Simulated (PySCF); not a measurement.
Compound: (Br2Ga-mu-SH)3.
Structure used (PBE0-D3(BJ)/def2-SVP), in Å, numbered top down from 1:
```
atom  x, y, z in Å
Ga1    0.9863    1.7837   -0.3900
Br2    2.5728    1.0502    1.1144
Br3    1.3980    3.6859   -1.5837
S4    -0.9852    2.0685    0.8388
Ga5   -1.7049   -0.0736    1.6119
Br6   -3.3747   -0.6659    0.1592
Br7   -2.0103    0.1789    3.8615
S8     0.0004   -1.6760    1.3648
Ga9    0.4547   -1.9914   -0.9188
Br10  -1.2189   -3.2013   -1.8898
Br11   2.6393   -2.6802   -1.0192
S12    0.3649    0.1550   -1.9632
H13   -1.8154    2.0993   -0.2307
H14    1.0696   -0.8672    1.6187
H15    1.5908    0.0579   -2.5298
```

Method used: PBE0-D3(BJ)/def2-SVP geometry optimisation, gas phase (PySCF).

Masses are those of the commonest isotopes; rigid-rotor values at the optimised geometry. The values belong to one conformer.

Q: Give the principal moments of inertia and the rotational constants in GHz.

A: Ia = 4765.99, Ib = 5080.78, Ic = 7059.09 u·Å²; 505379 MHz·u·Å²/I gives 106.0, 99.5 and 71.6 MHz, that is A = 0.1060, B = 0.0995, C = 0.0716 GHz.

Q: What kind of rotor is it?

A: An asymmetric top; Ray's κ = 0.619.

Q: Is it planar, by Δ = Ic − Ia − Ib?

A: Not planar: Δ = Ic − Ia − Ib = -2787.67 u·Å². For a rigid frame Δ = −2 Σ m c², so Σ m c² = 1393.84 u·Å² lies off the ab plane: 9.34 from hydrogen and 1384.50 from heavier atoms. The atom farthest from that plane is 2.01 Å away.

Q: Give the other two planar moments, Paa and Pbb, and the rms extents of the mass along the axes.

A: Paa = Σ m a² = (Ib + Ic − Ia)/2 = 3686.94 and Pbb = Σ m b² = (Ia + Ic − Ib)/2 = 3372.15 u·Å². With the mass M = 779.23 u, the rms extents √(P/M) along a, b and c are 2.18, 2.08, 1.34 Å.

Q: Where do the levels up to J = 2 lie, in cm⁻¹?

A: Above 0(0,0):
J = 1: 1(0,1) 0.0057, 1(1,1) 0.0059, 1(1,0) 0.0069
J = 2: 2(0,2) 0.0164, 2(1,2) 0.0164, 2(1,1) 0.0192, 2(2,1) 0.0199, 2(2,0) 0.0206
Those of J = 1 are B + C, A + C and A + B.

Q: Predict some low-J microwave lines.

A: The dipole components are |μa| = 1.66 D, |μb| = 0.48 D, |μc| = 1.03 D. Intensities carry the squares of the components, which stand as 1.00 : 0.08 : 0.39 (a : b : c). Some lines, for components of 0.1 D or more:

```csv
type,branch,"J(Ka,Kc)",MHz,lower level (cm⁻¹)
b,R,"2(0,2) ← 1(1,1)",313,0.006
a,R,"2(1,2) ← 1(1,1)",314,0.006
a,R,"2(0,2) ← 1(0,1)",320,0.006
b,R,"2(1,2) ← 1(0,1)",321,0.006
a,R,"2(1,1) ← 1(1,0)",370,0.007
b,R,"2(2,1) ← 1(1,0)",390,0.007
c,R,"2(1,1) ← 1(0,1)",404,0.006
c,R,"2(2,0) ← 1(1,0)",412,0.007
c,R,"2(2,1) ← 1(1,1)",418,0.006
b,R,"2(2,0) ← 1(1,1)",440,0.006
```

Stationary, but not proved a minimum. These are rigid-rotor constants of the computed structure; measured ground-state constants (B0) also hold zero-point vibration. Quadrupole hyperfine structure (69Ga, 79Br) is left out.

Hardware: 2 threads of an Intel Xeon 6975P-C, no GPU, shared host with 192 logical CPUs at a one-minute load of 74. This is the geometry optimisation.
